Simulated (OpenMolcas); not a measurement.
**O²⁺: CASPT2 settings compared**

```yaml
Program: OpenMolcas 26.06
Basis: ANO-R2 [4s4p2d1f]
Scalar_Hamiltonian: X2C, finite nucleus
Active_space: 4 electrons in 4 orbitals (2s 2p)
State_averaging: 2S+1 = 3 even, 3 roots; 2S+1 = 1 even, 6 roots; 2S+1 = 5 odd, 1 root; 2S+1 = 3 odd, 9 roots; 2S+1 = 1 odd, 8 roots
Spin-orbit_coupling: RASSI with atomic mean-field integrals over the reference wave functions, term energies averaged over their components
```

Methods on the same reference wave functions:
A. CASSCF
B. SS-CASPT2, IPEA 0.2 Eh, imaginary shift 0.05 Eh (closed shells correlated: 1s)
C. SS-CASPT2, IPEA 0.75 Eh, imaginary shift 0.5 Eh (closed shells correlated: 1s)
D. SS-CASPT2, IPEA 0.4 Eh, imaginary shift 0.05 Eh (closed shells correlated: 1s)

Energies in cm-1 above 2s2 2p2 3P0, the measured ground level; measured values from Moore, Selected Tables of Atomic Spectra, NSRDS-NBS 3, section 11.

```json
{"Level": "2s2 2p2 3P0", "A": "0.0", "B": "0.0", "C": "0.0", "D": "0.0", "Measured": "0.0"}
{"Level": "2s2 2p2 3P1", "A": "106", "B": "106", "C": "106", "D": "106", "Measured": "113"}
{"Level": "2s2 2p2 3P2", "A": "313", "B": "313", "C": "313", "D": "313", "Measured": ""}
{"Level": "2s2 2p2 1D2", "A": "22827", "B": "20500", "C": "19910", "D": "20250", "Measured": "20273"}
{"Level": "2s2 2p2 1S0", "A": "40914", "B": "42770", "C": "42020", "D": "42460", "Measured": "43186"}
{"Level": "2s 2p3 5S* 2", "A": "49090", "B": "57900", "C": "56980", "D": "57520", "Measured": "60325"}
{"Level": "2s 2p3 3D* 2", "A": "123488", "B": "118210", "C": "118410", "D": "118270", "Measured": ""}
{"Level": "2s 2p3 3D* 1", "A": "123488", "B": "118210", "C": "118410", "D": "118270", "Measured": ""}
{"Level": "2s 2p3 3D* 3", "A": "123489", "B": "118210", "C": "118410", "D": "118270", "Measured": ""}
{"Level": "2s 2p3 3P* 0", "A": "145700", "B": "141890", "C": "141890", "D": "141870", "Measured": ""}
{"Level": "2s 2p3 3P* 1", "A": "145700", "B": "141890", "C": "141890", "D": "141870", "Measured": ""}
{"Level": "2s 2p3 3P* 2", "A": "145701", "B": "141890", "C": "141890", "D": "141870", "Measured": ""}
{"Level": "2s 2p3 1D* 2", "A": "202715", "B": "188210", "C": "189390", "D": "188670", "Measured": "187054"}
{"Level": "2s 2p3 3S* 1", "A": "210017", "B": "198390", "C": "200780", "D": "199440", "Measured": "197088"}
{"Level": "2s 2p3 1P* 1", "A": "224643", "B": "211560", "C": "212260", "D": "211830", "Measured": "210462"}
```

Deviations, from unrounded energies. A percentage is the sum of absolute deviations over the sum of measured energies, with the sign that they share, or ± where signs differ.

```
                        Against measurement  Levels     A     B     C     D
             mean absolute deviation (cm-1)       7  8400   950  1800  1300
      fine structure of the ground term (%)       1  -6.1  -6.2  -6.2  -6.2
other terms of the ground configuration (%)       2  ±7.6  ±1.0  -2.4  -1.2
                   other configurations (%)       4  ±8.2  ±0.9  ±1.7  ±1.2
```

B lies closest to measurement on these levels and A furthest from it. The largest miss of B in the table is 2s 2p3 5S* 2, by -2400 cm-1. The ranking rests on the paired levels alone, and a cruder setting can come out closer through cancelling errors.

Among B to D the level of the table that moves most is 2s 2p3 3S* 1, by 2400 cm-1 (lowest in B, highest in C). Moves below CASPT2's spread within the term are not significant.

From A to B the spin-free energies of the other terms of 2s2 2p2 shown, above 3P, scale by factors of 0.90 to 1.05.

The lowest spin-free term lies below A's lowest term by 0.082 hartree in B, 0.076 hartree in C, 0.080 hartree in D.

CASPT2 breaks the degeneracy within a term, and the mean is taken; among the terms shown or strongly mixed into the levels shown the widest spread is 200 cm-1 (2s 2p3 1D*, C). Computed and measured levels are paired by configuration, term and J; levels that our copy of the source lacks, or whose pairing is in doubt (as where it misses far off the trend of its configuration), stay unpaired and out of the deviations. Levels of configurations outside the active space are missing.

* marks odd parity.
